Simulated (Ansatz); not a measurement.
Ansatz (a quantum-chemistry and plane-wave program) input:

Ansatz 0.2 input:
```yaml
crystal:
  periodic: [false, false, false]
  atoms:
    - {symbol: La, position_ang: [0.33194215, -0.00544497, 0.39475573]}
    - {symbol: Cl, position_ang: [1.10912084, 0.37139276, -2.05737927]}
    - {symbol: Cl, position_ang: [-2.22210335, -0.35313609, 0.73378653]}
basis:
  gaussian:
    orbitals: def2-SVP
magnetization: {spin_polarized: true, initial_magnetization: 1}
correlation: {method: ccsd_t, electrons: outside_noble_gas}
```

### Question
What final total energy does it print?

### Answer
-950.35905 Eh (CCSD(T)/def2-SVP). The basis has 68 functions.

The spin state was set by rule; other spins were not relaxed.
